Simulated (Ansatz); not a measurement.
Problem. Predict a relaxed structure of (ZnSe)2 ring (Zn₂Se₂), charge 0, singlet, at r2SCAN-D4/def2-SVP (Ansatz).

Solution. 
```csv
atom,x (Å),y (Å),z (Å)
Zn1,0.279,1.130,-0.325
Se2,-1.950,0.494,0.043
Zn3,-0.279,-1.130,0.325
Se4,1.950,-0.494,-0.043
```
Point group D2h (tolerance 0.1 Å). This is one stationary point.
